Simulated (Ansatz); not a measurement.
C6H3Ga, SMILES `C#[C][Ga]([C]#C)[C]#C`. Charge 0, multiplicity 1. All single points use the PBE0-D4/def2-TZVP geometry.

```xyz
10

C    -1.094   -0.679    2.830
C    -0.667   -0.415    1.731
Ga    0.001    0.000    0.001
C    -1.065   -0.338   -1.534
C    -1.743   -0.552   -2.511
C     1.735    0.752   -0.194
C     2.836    1.231   -0.320
H    -1.470   -0.912    3.800
H    -2.341   -0.742   -3.373
H     3.809    1.654   -0.431
```

Problem. What is the dipole moment at ωB97M-V/def2-TZVPP? (Best estimate.)

Solution. Ansatz gave: 0.00 D, zero by symmetry or nearly so.

Problem. Give the Mulliken charges with ωB97M-V, r2SCAN, B3LYP in def2-TZVPP. (Best estimate.)

Solution. Computed: 
```json
{"atom": "C1", "ωB97M-V": "-0.03", "r2SCAN": "-0.06", "B3LYP": "0.05"}
{"atom": "C2", "ωB97M-V": "-0.40", "r2SCAN": "-0.38", "B3LYP": "-0.48"}
{"atom": "Ga3", "ωB97M-V": "0.59", "r2SCAN": "0.65", "B3LYP": "0.53"}
{"atom": "C4", "ωB97M-V": "-0.40", "r2SCAN": "-0.38", "B3LYP": "-0.48"}
{"atom": "C5", "ωB97M-V": "-0.03", "r2SCAN": "-0.06", "B3LYP": "0.05"}
{"atom": "C6", "ωB97M-V": "-0.40", "r2SCAN": "-0.38", "B3LYP": "-0.48"}
{"atom": "C7", "ωB97M-V": "-0.03", "r2SCAN": "-0.06", "B3LYP": "0.05"}
{"atom": "H8", "ωB97M-V": "0.23", "r2SCAN": "0.23", "B3LYP": "0.25"}
{"atom": "H9", "ωB97M-V": "0.23", "r2SCAN": "0.23", "B3LYP": "0.25"}
{"atom": "H10", "ωB97M-V": "0.23", "r2SCAN": "0.23", "B3LYP": "0.25"}
```

B3LYP here is the variant with VWN-RPA as its local correlation; programs differ in this.
